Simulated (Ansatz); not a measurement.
Isolated molecules relaxed with PBE0-D4/def2-TZVP in Ansatz; ΔE leaves out vibrations. CCSD(T)/CBS is the MP2 limit (def2-TZVPP, def2-QZVPP) plus CCSD(T) − MP2 in def2-TZVPP, frozen cores. Functionals use def2-TZVPP. B3LYP here is the variant with VWN-RPA as its local correlation; programs differ in this. For Ge outer-core shells are correlated without core-valence functions, which leaves a few kJ/mol of doubt a bond. Scalar relativity is left out up to krypton. One conformer a species, not always the lowest.

Reaction (formal exchange of groups at the Al–N bond): `C=C=C=[N][AlH2]` + `C[O][GeH3]` → `C[O][GeH2][AlH2]` + `C=C=C=N`

```tsv
level	ΔE (kcal/mol)
B3LYP	24.5
SCS-MP2/def2-TZVPP	26.1
```

Task: What does CCSD(T)/CBS give? (Best estimate.)

Result: Ansatz gave: +22.7 kcal/mol. The listed levels differ from it by 1.8, 3.4 kcal/mol.

Largest T1 diagnostic among the species: 0.016.

From PBE to PBE0 (25 % exact exchange), in def2-TZVPP and without D4, ΔE moves by +0.9 kcal/mol.
